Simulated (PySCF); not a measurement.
Electronic structure of Sn⁺ (tin, charge +1) at the BP86 level

Configuration: [Kr] 4d10 5s2 5p1, 2P determinant. Calculation: PySCF 2.14, in cc-pVTZ-PP with ECP28MDF (5s4p3d1f, 39 functions); a scalar-relativistic core potential.

```json
{
 "Total energy": "-214.0984 hartree",
 "One-electron energy": "-369.6902 hartree",
 "Hartree (Coulomb) energy": "173.4834 hartree",
 "Exchange-correlation energy": "-17.8916 hartree",
 "⟨S²⟩": "0.7515",
 "⟨L²⟩": "2.006",
 "Sum of ⟨r⟩": "25.59 bohr",
 "Sum of ⟨r²⟩": "42.69 bohr²",
 "Traceless quadrupole moment −½Σ⟨3z² − r²⟩ along its main axis": "-3.71 e·bohr²",
 "Time after the integrals": "0.35 s of wall time on 1 thread of Neoverse-V1 (shared host)"
}
```

```csv
shell,electrons,mean orbital energy (hartree),spread (hartree),"rms radius, mean of both spins (bohr)"
4s α,1,-5.20254,0,0.877
4s β,1,-5.20102,0,0.877
4p α,3,-3.58150,0.01487,0.952
4p β,3,-3.57988,0.01833,0.952
4d α,5,-1.24122,0.01563,1.19
4d β,5,-1.23756,0.02125,1.19
5s α,1,-0.67252,0,2.44
5s β,1,-0.64979,0,2.44
5p α,1,-0.39423,0,3.10
```

Energies and moments cover only the electrons outside the core potential.
